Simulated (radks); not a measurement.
Q: These are the eigenvalues of the occupied orbitals of an atom or ion with whole-number occupations (eV). All-electron calculation, Dirac Kohn-Sham, exchange-only LDA, spin-unpolarised, spherical densities, finite nucleus; Fermi nuclear charge, rms radius of each element as measured or else 0.836 A^(1/3) + 0.57 fm. Program: a radial shooting solver on a logarithmic mesh with Libxc functionals.

| orbital | eigenvalue |
|---|---|
| 1s1/2 | -2456.241 |
| 2s1/2 | -267.9097 |
| 2p1/2 | -214.7440 |
| 2p3/2 | -213.4700 |
| 3s1/2 | -64.5569 |

Which element is it, and in what charge state? The configuration may be excited. Open shells, if any, are shared by 2j + 1.

A: Z = 16, sulfur, charge +4: S4+ in [Ne] 3s2. The list shows which subshells hold electrons but not how many an open one holds; the 1s level, -90.265 hartree, gives Z - s = 13.4 by -(Z - s)^2/2, which with screening and relativity narrows Z to a few neighbours, and the depths of the outer levels then fix element, charge and occupations together.
